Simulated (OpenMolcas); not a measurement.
S II.

```yaml
Program: OpenMolcas
Basis: ANO-R1 [4s3p1d]
Scalar_Hamiltonian: X2C, finite nucleus
Active_space: 3 electrons in 3 orbitals (3p)
State_averaging: 2S+1 = 4 odd, 1 root; 2S+1 = 2 odd, 8 roots
Spin-orbit_coupling: RASSI with atomic mean-field integrals over the reference wave functions, term energies averaged over their components
```

Two sets of levels on these reference wave functions, in cm-1 above 3s2 3p3 4S* 3/2: one from CASSCF and one from SS-CASPT2, IPEA 0.25 Eh, imaginary shift 0.1 Eh (closed shells correlated: 2s 2p 3s).

```
          Level  Set 1  Set 2
3s2 3p3 4S* 3/2    0.0    0.0
3s2 3p3 2D* 3/2  17290  19110
3s2 3p3 2D* 5/2  17310  19130
3s2 3p3 2P* 1/2  28010  31770
3s2 3p3 2P* 3/2  28040  31790
```

**Question.** Which set is which?

**Answer.** Set 1 is SS-CASPT2. Its levels of the other terms of 3s2 3p3 lie at 0.88 to 0.90 of the other set's values, as expected, since terms of lower spin or lower L gain more correlation energy than the Hund ground term. Against 4 measured levels (NIST Handbook of Basic Atomic Spectroscopic Data) the mean absolute deviation is 3000 cm-1 with it and 5700 cm-1 without; single levels miss by up to 3500 cm-1 with it.

CASPT2 does not keep the components of a term degenerate, so their means are used; among the terms shown or strongly mixed into the levels shown the widest spread is 190 cm-1 (3s2 3p3 2D*, SS-CASPT2). With the s shell closed, the reference lacks s² → p² mixing. Without dynamic correlation excited terms often stand tens of per cent too high (terms of higher spin than the ground term too low), and those without a measured partner can miss by more than the paired ones (holds for CASSCF). Some terms miss by over 15 % even with CASPT2, which points to a basis or an active space too small for the shells correlated (holds for SS-CASPT2). Measured partners are found by configuration, term and J. A level has none where our copy of the source lacks it or the pairing is in doubt (some pairs that miss far off the trend of their configuration count as doubtful), and it then counts in no deviation. Levels of configurations outside the active space are missing.

* marks odd parity.
